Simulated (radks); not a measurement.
Results of a calculation; reference values are marked as such.
All-electron atom: N+ in [He] 2s2 2p2 (the NIST ground configuration). Code: a radial shooting solver on a logarithmic mesh with Libxc functionals. Model: scalar-relativistic Kohn-Sham, PBE, spin-polarised, spherical densities, point nucleus; open shells are filled with parallel spins first.

Normalised radial functions P(r) = r R(r), r in bohr:

| r | 1s up |
|---|---|
| 0.0109 | 0.3559 |
| 0.01489 | 0.4727 |
| 0.02034 | 0.6213 |
| 0.02779 | 0.8053 |
| 0.03766 | 1.0184 |
| 0.05145 | 1.2636 |
| 0.07029 | 1.5147 |
| 0.09603 | 1.7332 |
| 0.1312 | 1.8633 |
| 0.1792 | 1.8425 |
| 0.2448 | 1.6293 |
| 0.3345 | 1.2410 |
| 0.457 | 0.7743 |
| 0.6243 | 0.3715 |
| 0.8529 | 0.1254 |
| 1.156 | 0.0275 |
| 1.579 | 0.0031 |
| 2.157 | 0.0001 |
| 2.947 | 0.0000 |
| 4.026 | 0.0000 |

1s up: eigenvalue -401.70 eV, 0 radial nodes, <r> = 0.230 bohr, 90 % of the charge inside 0.412 bohr.
